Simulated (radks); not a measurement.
Fractional charge and spin in the 6s shell of praseodymium: the spin-up occupation runs from 0 to 1 and the spin-down occupation from 0 to 1; the fullest corner is Pr, [Xe] 4f(up 1.5, down 1.5) 6s(up 1, down 1). All-electron calculation, scalar-relativistic Kohn-Sham, PBE, spin-polarised, spherical densities, finite nucleus; Fermi nuclear charge, rms radius of each element as measured or else 0.836 A^(1/3) + 0.57 fm. Program: a radial shooting solver on a logarithmic mesh with Libxc functionals. Energy (eV) minus the two flat planes that join the four corners (they meet along the diagonal where the two added fractions sum to one electron); zero is where a piecewise linear energy would lie.

| down \ up | 0 | 0.5 | 1 |
|---|---|---|---|
| 0 | 0.000 | -0.613 | 0.000 |
| 0.5 | -0.613 | 0.165 | -0.534 |
| 1 | 0.000 | -0.534 | 0.000 |

Corners above the fullest one (they belong to Pr+ and the next ion): (up 1, down 0) 5.556 eV, (up 0, down 1) 5.556 eV, (up 0, down 0) 16.345 eV. With half an added electron in each spin the energy lies 0.165 eV from the planes, and with half an added electron in spin up alone -0.613 eV. The planes are only a guide here: the flat-plane condition holds for ground states with one frontier orbital, while this shell lies below other occupied shells, so the corners above the fullest one are inner-hole states and not the ground states of those ions.
